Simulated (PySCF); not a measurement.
Compound: C₄H₈O₄.
SMILES with atom numbers: `[CH3:1][O:2][CH2:3][O:4][C:5](=[O:6])[O:7][CH3:8]` (hydrogens: H9, H10, H11 on C1; H12, H13 on C3; H14, H15, H16 on C8)

The same species was optimised twice, with GFN2-xTB and with PBE0-D3(BJ)/def2-SVP (PySCF), and the same property calculations (PySCF, gas phase) were run on both structures.

```
     coordinate  GFN2-xTB  PBE0-D3(BJ)/def2-SVP  change
      C1–O2 (Å)     1.418                 1.405  -0.013
      O7–C8 (Å)     1.423                 1.415  -0.008
      O2–C3 (Å)     1.366                 1.360  -0.006
      O4–C5 (Å)     1.331                 1.326  -0.005
      C5=O6 (Å)     1.198                 1.204  +0.006
      C3–O4 (Å)     1.436                 1.432  -0.004
      C5–O7 (Å)     1.330                 1.328  -0.002
   O2–C3–O4 (°)     109.9                 108.8    -1.1
   C1–O2–C3 (°)     114.1                 114.6    +0.5
   C5–O7–C8 (°)     115.4                 115.3    -0.1
   C3–O4–C5 (°)     115.6                 115.5    -0.1
   O4–C5–O6 (°)     125.4                 125.5    +0.1
   O6–C5–O7 (°)     125.7                 125.7     0.0
   O4–C5–O7 (°)     108.9                 108.8    -0.1
C1–O2–C3–O4 (°)        67                    68      +1
O2–C3–O4–C5 (°)       176                  -175      +9
C3–O4–C5–O6 (°)         1                    -1      -2
O4–C5–O7–C8 (°)       180                   180       0
```

Rotational constants: A = 6186, B = 961.9, C = 873.0 MHz (GFN2-xTB) against A = 6013, B = 979.7, C = 894.2 MHz (PBE0-D3(BJ)/def2-SVP). Point groups within 0.08 Å: C1 and C1.

On the GFN2-xTB structure: lowest singlet, TDDFT (eV) 7.14 [PBE0/def2-SVPD]; isotropic polarisability (au) 66.3 [PBE0/def2-SVPD]; HOMO (eV) -8.36 [PBE0/def2-SVPD]; LUMO (eV) 0.51 [PBE0/def2-SVPD]; dipole (D) 1.55 [PBE0/def2-SVPD].

Question: What do these properties become on the PBE0-D3(BJ)/def2-SVP structure?

Answer: 
```
                                    property           level  on GFN2-xTB  on PBE0-D3(BJ)/def2-SVP  change
                  lowest singlet, TDDFT (eV)  PBE0/def2-SVPD         7.14                     7.09   -0.05
               isotropic polarisability (au)  PBE0/def2-SVPD         66.3                     66.5    +0.2
                                   HOMO (eV)  PBE0/def2-SVPD        -8.36                    -8.33   +0.03
                                   LUMO (eV)  PBE0/def2-SVPD         0.51                     0.49   -0.02
                                  dipole (D)  PBE0/def2-SVPD         1.55                     1.49   -0.06
energy, GFN2-xTB geometry as zero (kcal/mol)  PBE0/def2-SVPD          0.0                     -0.3    -0.3
```

The heavy atoms differ by 0.072 Å rms after alignment. Among bonds between heavy atoms C1–O2 changes most (-0.013 Å). Changes are differences of the printed values. Neither structure is proved a minimum here.

The values belong to the conformer `[CH3:1][O:2][CH2:3][O:4][C:5](=[O:6])[O:7][CH3:8]`: C1–O2–C3–O4 68°, O2–C3–O4–C5 -175°, C3–O4–C5–O6 -1°, O4–C5–O7–C8 180°.
